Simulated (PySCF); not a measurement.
Match the calculated data to a structure.

All candidates are C6H14N2Si.

- 13C NMR: chemical shifts (computed TMS as zero) by class: 145.8 (1 C), 42.0 (1 C), 32.4 (1 C), 31.0 (1 C), 30.8 (1 C), 24.0 (1 C) ppm [GIAO PBE0/pcSseg-1]
- NMR, other nuclei: isotropic shieldings of nuclei other than C and H, by class: -88 (1 N), 163 (1 N), 407 (1 Si) ppm [GIAO PBE0/pcSseg-1]
- Rotational structure: rotational constants A, B, C: 3.524, 0.622, 0.566 GHz [GFN2-xTB]
- Dipole: 2.08 D [PBE0/pcSseg-1]
- 1H NMR: chemical shifts (computed TMS as zero) by class: 4.82 (3 H), 4.58 (1 H), 2.28 (2 H), 2.01 (2 H), 1.65 (2 H), 1.60 (2 H), 1.55 (2 H) ppm [GIAO PBE0/pcSseg-1]

The electronic properties come from PySCF, for the isolated species, density fitting. Levels stand in brackets. The structure is a single GFN2-xTB conformer in the gas phase; no vibrational or solvent corrections. GFN2-xTB frequencies show an imaginary mode (28i cm⁻¹), so this geometry is no minimum at that level. NMR classes are plain means over equivalent atoms (diastereotopic ones count apart unless rotation or inversion swaps them), as if these changed places fast.

Question: Which candidate is it?
A. `C#C[C@@H](CC)[Si@@H](N)NC`
B. `C#CC[C@H](CNC)N[SiH3]`
C. `C=CN([SiH3])/N=C\CCC`
D. `[SiH3]NN=C1CCCCC1`
E. `[SiH3]N/N=C/C1CCCC1`

Answer: D. It is `[SiH3]NN=C1CCCCC1`. Numbering: `[SiH3:1][NH:2][N:3]=[C:4]1[CH2:5][CH2:6][CH2:7][CH2:8][CH2:9]1`. Its formula, C6H14N2Si, gives 2 degrees of unsaturation: 1 ring and 1 π bond in the structure found. 6 carbons fall into 6 classes; from least to most shielded: C=N carbon [C4] (145.8 ppm), ring CH2 carbon [C5] (42.0 ppm), ring CH2 carbon [C6] (32.4 ppm), ring CH2 carbon [C7] (31.0 ppm), ring CH2 carbon [C8] (30.8 ppm), ring CH2 carbon [C9] (24.0 ppm). Hydrogen classes from least to most shielded: 3 H on an SiH3 silicon, Si1 (4.82 ppm), 1 H on a silicon-bound nitrogen, N2 (4.58 ppm), 2 H on a ring CH2 carbon, C5 (2.28 ppm), 2 H on a ring CH2 carbon, C9 (2.01 ppm, a mean of values up to 1.1 ppm apart in this geometry), 2 H on a ring CH2 carbon, C6 (1.65 ppm), 2 H on a ring CH2 carbon, C7 (1.60 ppm), 2 H on a ring CH2 carbon, C8 (1.55 ppm, a mean of values up to 0.6 ppm apart in this geometry). The other shieldings belong to: -88 ppm, C=N nitrogen [N3]; 163 ppm, silicon-bound nitrogen [N2]; 407 ppm, SiH3 silicon [Si1]. The optimised geometry has point group C1 and is an asymmetric top.

The others, at the same levels:
- `C#CC[C@H](CNC)N[SiH3]` fails: its computed 13C shifts are 86.6 (1 C), 76.5 (1 C), 64.0 (1 C), 59.1 (1 C), 40.0 (1 C), 29.0 (1 C) ppm, 1H shifts are 4.65 (3 H), 3.53 (1 H), 2.82 (1 H), 2.68 (1 H), 2.64 (3 H), 1.97 (1 H), 1.85 (1 H), 1.47 (1 H), 0.81 (1 H), -0.84 (1 H) ppm and rotational constant A is 1.139 GHz (against 3.524 GHz).
- `[SiH3]N/N=C/C1CCCC1` fails: it has 4 carbon classes against 6; its computed 13C shifts are 144.3 (1 C), 44.5 (1 C), 35.7 (2 C), 31.6 (2 C) ppm, 1H shifts are 6.72 (1 H), 4.79 (1 H), 4.63 (3 H), 2.85 (1 H), 2.06 (2 H), 1.65 (2 H), 1.59 (2 H), 1.45 (2 H) ppm and rotational constant A is 3.324 GHz (against 3.524 GHz).
- `C#C[C@@H](CC)[Si@@H](N)NC` fails: its computed 13C shifts are 91.4 (1 C), 75.1 (1 C), 30.8 (1 C), 27.0 (1 C), 20.3 (1 C), 13.7 (1 C) ppm, 1H shifts are 5.17 (1 H), 2.81 (3 H), 2.06 (1 H), 1.76 (1 H), 1.56 (1 H), 1.43 (1 H), 1.20 (3 H), 0.76 (2 H), 0.13 (1 H) ppm and rotational constant A is 1.881 GHz (against 3.524 GHz).
- `C=CN([SiH3])/N=C\CCC` fails: its computed 13C shifts are 156.6 (1 C), 146.4 (1 C), 89.1 (1 C), 38.9 (1 C), 26.7 (1 C), 16.9 (1 C) ppm, 1H shifts are 7.17 (1 H), 6.59 (1 H), 4.83 (3 H), 4.32 (1 H), 4.12 (1 H), 2.17 (2 H), 1.45 (2 H), 1.13 (3 H) ppm and rotational constant A is 2.634 GHz (against 3.524 GHz).

Each candidate is one conformer, not necessarily the lowest. The conformers computed, where there is a choice (atom-mapped SMILES and torsion angles):
- `[CH:1]#[C:2][CH2:3][C@H:4]([CH2:5][NH:6][CH3:7])[NH:8][SiH3:9]`: C2–C3–C4–C5 -66°, C3–C4–C5–N6 171°, C4–C5–N6–C7 170°, C3–C4–N8–Si9 -90°
- `[CH:1]#[C:2][C@@H:3]([CH2:4][CH3:5])[Si@@H:6]([NH2:7])[NH:8][CH3:9]`: C2–C3–C4–C5 65°, C2–C3–Si6–N7 70°, C3–Si6–N8–C9 -177°, H–N7–Si6–C3 -46°, H–N7–Si6–C3 177°
- `[CH2:1]=[CH:2][N:3]([SiH3:4])/[N:5]=[CH:6]\[CH2:7][CH2:8][CH3:9]`: C1–C2–N3–Si4 24°, C2–N3–N5–C6 157°, N5–C6–C7–C8 -140°, C6–C7–C8–C9 179°

The conformers of `[SiH3]NN=C1CCCCC1` and `[SiH3]N/N=C/C1CCCC1` aren't listed.
